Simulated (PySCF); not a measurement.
# From computed data to an observable: dipole moment from atomic charges

Ga(Me)(OH)2 (CH₅GaO₂), SMILES [Ga]([CH3])([OH])[OH]. Atoms are numbered in the order given.

```xyz
9

Ga     0.0025     0.0008     0.0018
C     -1.3708    -1.3965    -0.0568
H     -0.9732    -2.3050    -0.5346
H     -2.2324    -1.0368    -0.6371
H     -1.7050    -1.6590     0.9584
O     -0.2144     1.5268    -0.9069
H      0.5281     2.1367    -0.8045
O      1.5636    -0.0219     0.8942
H      1.7355    -0.8223     1.4053
```

Coordinates come from a B3LYP-D3(BJ)/def2-SVP optimisation. The structure was generated by enumeration; whether it is a known compound was not checked. One conformer was computed; it need not be the lowest.

Charges (e) from r2SCAN/def2-TZVP (PySCF):

```csv
atom,IAO,Mulliken
Ga1,1.068,0.623
C2,-0.755,-0.531
H3,0.168,0.138
H4,0.174,0.150
H5,0.167,0.137
O6,-0.766,-0.569
H7,0.358,0.316
O8,-0.769,-0.568
H9,0.356,0.306
```

The dipole moment of the full density is 2.20 D.

Problem. What dipole moment does each set of point charges give, and which comes closer to that of the density?

Solution. 
μ = Σ q r, and 1 e Å = 4.8032 D.
IAO: Σ q r = (-0.030, -0.470, 0.224) e Å, |μ| = 2.50 D.
Mulliken: Σ q r = (-0.041, -0.392, 0.177) e Å, |μ| = 2.07 D.
Mulliken comes closer in size. Point charges leave out the atoms' own dipoles (lone pairs, polarised bonds); fits to the potential absorb them, partitions of the density don't.
